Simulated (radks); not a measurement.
All-electron atom: Ni26+ in 1s1 5f1 (not the ground configuration). Calculated with a radial shooting solver on a logarithmic mesh with Libxc functionals: scalar-relativistic Kohn-Sham, r2SCAN, spin-unpolarised, spherical densities, finite nucleus; meta-GGA in the generalised Kohn-Sham scheme; Fermi nuclear charge, rms radius 3.7757 fm.

Normalised radial functions P(r) = r R(r), r in bohr:

r,1s,5f
0.004173,1.1541,0.0000
0.005305,1.4142,0.0000
0.006798,1.7289,0.0000
0.008642,2.0767,0.0000
0.01099,2.4598,0.0000
0.01397,2.8622,0.0000
0.0179,3.2684,0.0001
0.02275,3.6089,0.0001
0.02892,3.8409,0.0003
0.03706,3.8996,0.0008
0.04712,3.7243,0.0020
0.0599,3.2967,0.0049
0.07614,2.6498,0.0113
0.09758,1.8580,0.0261
0.124,1.1237,0.0563
0.1577,0.5567,0.1162
0.2021,0.2063,0.2289
0.2569,0.0569,0.3995
0.3266,0.0104,0.6127
0.4151,0.0011,0.7791
0.532,0.0001,0.7162
0.6763,0.0000,0.2661
0.8597,0.0000,-0.4701
1.102,0.0000,-1.0503
1.401,0.0000,-1.0062
1.78,0.0000,-0.5349
2.263,0.0000,-0.1511
2.9,0.0000,-0.0187
3.687,0.0000,-0.0010

1s: eigenvalue -10525.5 eV, 0 radial nodes, <r> = 0.0530 bohr, 90 % of the charge inside 0.0943 bohr. 5f: eigenvalue -386.31 eV, 1 radial node at r = 0.741 bohr, <r> = 1.17 bohr, 90 % of the charge inside 1.66 bohr.
